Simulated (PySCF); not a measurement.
Level of theory: PBE-D3(BJ)/def2-TZVP // B3LYP-D3(BJ)/def2-TZVP in PySCF. Gas-phase values, no solvent. 

Reference species (SMILES): `[CH3][Ga]([CH3])[CH3]` (neutral, multiplicity 1).

The dipole moment comes out as 0.05 D.

Changed species: `[CH3][GaH2]` (whole molecule; the reference has whole molecule).

Problem. Predict the effect on the dipole moment.

Solution. the dipole moment rises by 0.66 D, to 0.71 D.
